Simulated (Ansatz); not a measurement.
yttrium atom (Y), doublet (core potentials on Y); Ansatz (an electronic-structure program) with B3LYP/def2-SVP.

Ansatz was given this input:
Ansatz 0.2 input:
```yaml
crystal:
  periodic: [false, false, false]
  atoms:
    - {symbol: Y, position_ang: [0.00000000, 0.00000000, 0.00000000]}
basis:
  gaussian:
    orbitals: def2-SVP
    final_grid: {core_spheres: 6, valence_spheres: 12, degree: 29}
hamiltonian:
  xc: b3lyp
magnetization: {spin_polarized: true, initial_magnetization: 1}
```

**Question.** What does Ansatz print? Leave out banner, timings and long lists.

**Answer.** 
```
Functional definition: B3LYP
322 factors; their error is unknown
mean field evaluation 1: about -1040.0470 eV, gradient 3.3e0 eV
mean field evaluation 2: about -1040.1347 eV, gradient 1.3e0 eV
mean field evaluation 4: about -1040.1545 eV, gradient 1.0e-1 eV
mean field evaluation 8: about -1040.2148 eV, gradient 8.8e-2 eV
mean field evaluation 16: about -1040.2296 eV, gradient 2.6e-3 eV
mean field evaluation 32: about -1040.2296 eV, gradient 6.8e-5 eV
mean field -1040.22964021 eV, -38.2277341846 hartree, gradient 1.2e-5 eV, S^2 0.807137; 5 other end points of the search recorded, 0 dependent functions left out
reference -1040.22978148 eV, -38.2277393764 hartree; 6, 5 occupied and 25, 26 virtual orbitals, 322 factors
Total energy: -1040.22978148 eV, -38.2277393764 hartree
```
